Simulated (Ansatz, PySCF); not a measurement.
Species: sum formula BNH$_{5}$, charge 1, multiplicity 1. It need not be the lowest isomer of its formula. SMILES: B[NH3+]
Coordinates optimised at B3LYP-D3(BJ)/def2-TZVP (Ansatz, a quantum-chemistry and plane-wave program):
```xyz
7

B     -0.9073     0.0420     0.1466
N      0.6244    -0.0274    -0.0870
H     -1.4665    -0.9934     0.1368
H     -1.3564     1.1212     0.2798
H      1.1357     0.7814     0.2790
H      1.0510    -0.8833     0.2824
H      0.8017    -0.0441    -1.1023
```
Charge +1, spin multiplicity 1.

Wanted: vertical ionisation energy (to the doublet state of charge +2; each state is the SCF solution reached for its spin), in eV. Valence correlation only, unless marked. Open shells are spin-unrestricted. No spin-orbit coupling. No relativistic terms. CBS(X,Y): correlation extrapolated as X^-3; Hartree-Fock from the larger set. [CCSD(T)-MP2]/basis is that difference in the basis named.

| level | program | vertical ionisation energy (eV) | minus last row |
|---|---|---|---|
| HF/aug-cc-pVQZ | Ansatz | 18.83 | -0.91 |
| r2SCAN/def2-TZVPD | Ansatz | 19.23 | -0.51 |
| PBE0/def2-TZVPD | Ansatz | 19.35 | -0.39 |
| RI-MP2/def2-TZVPPD | Ansatz | 19.64 | -0.10 |
| CCSD/def2-SVPD | Ansatz | 19.59 | -0.15 |
| RI-MP2/CBS(def2-TZVPPD,def2-QZVPPD)+[CCSD(T)-MP2]/def2-SVPD | Ansatz | 19.76 | 0.02 |
| RI-MP2/CBS(aug-cc-pVTZ,aug-cc-pVQZ)+[CCSD(T)-MP2]/aug-cc-pVTZ | Ansatz | 19.74 | 0.00 |

For comparison, minus the highest occupied orbital energy (PySCF): 14.69 eV at SVWN5/def2-TZVPD, 14.84 eV at BP86/def2-TZVPD, 15.60 eV at TPSSh/def2-TZVPD.
